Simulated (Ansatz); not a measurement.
C2H7AlOSn, SMILES `C=C[O][AlH][SnH3]`, relaxed with RKS PBE-D4/def2-SVP in Ansatz from a rough embedded geometry. The force threshold is 0.03 eV/Å; the program also tests the step.

Charge 0, multiplicity 1. Sn: def2 effective core potential.

Start:

```xyz
12

C     2.248   -1.615   -0.323
C     1.099   -1.832   -0.864
O    -0.001   -1.000   -0.652
Al   -0.098    0.629    0.347
Sn   -2.389    1.929    0.487
H     3.105   -2.345   -0.463
H     2.482   -0.801    0.372
H     0.998   -2.643   -1.534
H     1.166    1.053    1.196
H    -2.183    3.286    1.518
H    -2.790    2.452   -1.145
H    -3.639    0.889    1.061
```

```
step  energy (eV)  largest force (eV/Å)  largest move (Å)
   1  -16648.5724                 4.908             0.000
   2  -16648.9902                 1.438             0.195
   3  -16649.1255                 0.477             0.115
   4  -16649.1551                 0.362             0.061
   5  -16649.1831                 0.228             0.125
   6  -16649.1915                 0.062             0.105
   7  -16649.1935                 0.046             0.053
   8  -16649.1939                 0.027             0.049
```

End:

```xyz
12

C     2.342   -1.785   -0.368
C     1.063   -1.655   -0.774
O     0.196   -0.681   -0.413
Al    0.042    0.758    0.544
Sn   -2.380    1.839    0.405
H     2.946   -2.626   -0.737
H     2.811   -1.071    0.327
H     0.610   -2.385   -1.473
H     1.295    1.297    1.382
H    -2.526    3.270    1.374
H    -2.794    2.299   -1.213
H    -3.606    0.741    0.945
```

Run time 20 s (2 threads of an AMD EPYC 7R13 on a shared host); peak host memory 0.22 GiB.
